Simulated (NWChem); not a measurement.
System: MgN$_{2}$H$_{4}$; SMILES [NH2][Mg][NH2]

Excerpt of the output:

```
             Northwest Computational Chemistry Package (NWChem) 7.3.0
             --------------------------------------------------------

 C2  symmetry detected

                             Geometry "geometry" -> ""
                             -------------------------

 Output coordinates in angstroms (scale by  1.889725989 to convert to a.u.)

  No.       Tag          Charge          X              Y              Z
 ---- ---------------- ---------- -------------- -------------- --------------
    1 Mg                  12.0000     0.00000000     0.00000000    -0.59852632
    2 N                    7.0000    -1.66614450    -0.06764569     0.32478920
    3 H                    1.0000    -2.37984572     0.57853181     0.00086217
    4 H                    1.0000    -1.55602954     0.12157893     1.31677134
    5 N                    7.0000     1.66614450     0.06764569     0.32478920
    6 H                    1.0000     2.37984572    -0.57853181     0.00086217
    7 H                    1.0000     1.55602954    -0.12157893     1.31677134

 Effective nuclear repulsion energy (a.u.)      84.3706743104

      Symmetry information
      --------------------

 Group name             C2
 Group number              4
 Group order               2
 No. of unique centers     4

                                Z-matrix (autoz)
                                --------

 Units are Angstrom for bonds and degrees for angles

[...]

      ----------------------
      Optimization converged
      ----------------------

  Step       Energy      Delta E   Gmax     Grms     Xrms     Xmax
  ---- ---------------- -------- -------- -------- -------- --------
@   18    -311.62833317 -7.1D-08  0.00003  0.00001  0.00032  0.00049
                                     ok       ok       ok       ok

                                Z-matrix (autoz)
                                --------

 Units are Angstrom for bonds and degrees for angles

[...]

 Rotational Constants
 --------------------
 A=   6.293557 cm-1  (  9.054823 K)
 B=   0.133013 cm-1  (  0.191372 K)
 C=   0.132994 cm-1  (  0.191344 K)

 Temperature                      =   298.15K
 frequency scaling parameter      =   1.0000

 Zero-Point correction to Energy  =   30.273 kcal/mol  (  0.048243 au)
 Thermal correction to Energy     =   34.132 kcal/mol  (  0.054392 au)
 Thermal correction to Enthalpy   =   34.724 kcal/mol  (  0.055336 au)

 Total Entropy                    =   70.910 cal/mol-K
   - Translational                =   37.974 cal/mol-K (mol. weight =  56.0225)
   - Rotational                   =   20.812 cal/mol-K (symmetry #  =        2)
   - Vibrational                  =   12.125 cal/mol-K

 Cv (constant volume heat capacity) =   19.089 cal/mol-K
   - Translational                  =    2.979 cal/mol-K
   - Rotational                     =    2.979 cal/mol-K
   - Vibrational                    =   13.130 cal/mol-K

[normal modes left out]

 ----------------------------------------------------------------------------
 Normal Eigenvalue ||           Projected Infra Red Intensities
  Mode   [cm**-1]  || [atomic units] [(debye/angs)**2] [(KM/mol)] [arbitrary]
 ------ ---------- || -------------- ----------------- ---------- -----------
    1       -0.000 ||    0.000000           0.000         0.000       0.000
    2       -0.000 ||    0.000000           0.000         0.000       0.000
    3        0.000 ||    0.000000           0.000         0.000       0.000
    4        0.000 ||    0.000000           0.000         0.000       0.000
    5        0.000 ||    0.000000           0.000         0.000       0.000
    6        0.000 ||    0.000000           0.000         0.000       0.000
    7      146.235 ||    0.029292           0.676        28.555       9.266
    8      146.381 ||    0.029396           0.678        28.656       9.298
    9      186.631 ||    0.000000           0.000         0.000       0.000
   10      329.935 ||    0.138921           3.205       135.427      43.943
   11      329.983 ||    0.140877           3.250       137.334      44.562
   12      531.951 ||    0.074437           1.717        72.565      23.546
   13      532.373 ||    0.075766           1.748        73.860      23.966
   14      554.484 ||    0.000000           0.000         0.000       0.000
   15      823.847 ||    0.103104           2.379       100.511      32.614
   16     1530.775 ||    0.033541           0.774        32.698      10.610
   17     1534.673 ||    0.000000           0.000         0.000       0.000
   18     3593.938 ||    0.013473           0.311        13.134       4.262
   19     3594.353 ||    0.000000           0.000         0.000       0.000
   20     3675.417 ||    0.012627           0.291        12.309       3.994
   21     3675.419 ||    0.012452           0.287        12.139       3.939
 ----------------------------------------------------------------------------
```

Level: PBE0/def2-SVP. The printed entropy takes a lower symmetry number than the molecule has.

**Question.** Reconstruct the input file.

**Answer.** One answer among several that fit: the input that was run:
```
start job
memory heap 200 mb stack 900 mb global 1100 mb
geometry units angstroms
  Mg     0.097277    -0.530039    -0.104707
  N      0.936789     0.794246    -1.188423
  H      1.932675     0.671997    -1.346883
  H      0.834986     1.724867    -0.794037
  N     -1.068778    -0.071338     1.331680
  H     -1.950452    -0.574632     1.366178
  H     -1.316734     0.913680     1.316914
end
basis spherical
  * library def2-svp
end
dft
  xc pbe0
  iterations 150
end
driver
  maxiter 120
end
task dft optimize
task dft freq
```
